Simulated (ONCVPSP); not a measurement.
**N, ONCV: configuration errors across variants**

nitrogen, optimised norm-conserving Vanderbilt (ONCV), made with ONCVPSP 4.0.1 (PBE, scalar-relativistic). Core [He], reference 2s2 2p2 (charge +1). Waves: 2s: rc 0.75 bohr, ncon 5, nbas 9, qcut 7.6 1/bohr, 2 projectors, debl 3.3 Ha; 2p: rc 2.10 bohr, ncon 4, nbas 8, qcut 7 1/bohr, 2 projectors, debl 2.5 Ha; d scattering state at 0.32 Ha: rc 2.00 bohr, ncon 4, nbas 8, qcut 4.2 1/bohr, 2 projectors, debl 3.5 Ha. Local part: polynomial inside 0.55 bohr (lpopt 1, dvloc0 0 Ha). Core correction: Teter function, fcfact 4.5, rcfact 1.5.

All-electron excitation energies from the reference (eV): (1) 2s2 2p3 -13.591; (2) 2s2 2p1 28.854; (3) 2s2 2p0 75.935; (4) 2s1 2p4 -2.084.

Errors AE − PS in meV (a dash: test not solved or not reliable):

```tsv
change	(1)	(2)	(3)	(4)	bound ghosts	GHOST(+) flags above zero
base	+71	+220	+1331	+179	none	s, d
p: qcut 4	+216	+533	+2993	+465	none	s, p, d
p: qcut 4.8	+147	+405	+2327	+337	none	s, p, d
p: qcut 5.4	+116	+335	+1956	+278	none	s, d
p: qcut 6.5	+81	+248	+1483	+202	none	s, d
p: qcut 7.1	+69	+215	+1303	+175	none	s, d
p: qcut 7.9	+56	+180	+1108	+146	none	s, d
p: qcut 8.5	+48	+158	+980	+128	none	s, d
p: qcut 9.1	+45	+149	+931	+121	none	s, d
p: qcut 10.3	+40	+135	+852	+110	none	s, d
```

Give the same row for: p: qcut 9.7.

+42, +139, +873, +113; bound ghosts: none; GHOST(+) flags above zero: s, d.
